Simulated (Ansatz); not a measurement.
AlF$_{2}$H$_{2}$N, SMILES `[NH2][Al]([F])[F]`, relaxed with RKS PBE-D4/def2-SVP in the Gaussian-basis code of Ansatz from a rough embedded geometry. The force threshold is 0.03 eV/Å; the program also tests the step.

Total charge 0; spin multiplicity 1.

Start:

```xyz
6

N     0.375    0.884   -0.569
Al   -0.396   -0.368    0.551
F     0.649   -1.417    1.519
F    -2.145   -0.598    0.649
H     1.404    0.811   -0.558
H     0.113    0.688   -1.592
```

| step | energy (eV) | largest force (eV/Å) | largest move (Å) |
| --- | --- | --- | --- |
| 1 | -13539.4498 | 1.956 | 0.000 |
| 2 | -13539.5801 | 1.566 | 0.195 |
| 3 | -13539.8989 | 0.889 | 0.200 |
| 4 | -13539.9591 | 0.407 | 0.200 |
| 5 | -13539.9652 | 0.131 | 0.064 |
| 6 | -13539.9663 | 0.014 | 0.011 |

End:

```xyz
6

N     0.438    0.560   -0.663
Al   -0.356   -0.455    0.538
F     0.533   -1.256    1.701
F    -2.015   -0.638    0.539
H     1.446    0.715   -0.715
H    -0.046    1.074   -1.400
```

It took 4 s on 4 threads of an Arm Neoverse V1 on a shared host, with 0.14 GiB of host memory at the peak.
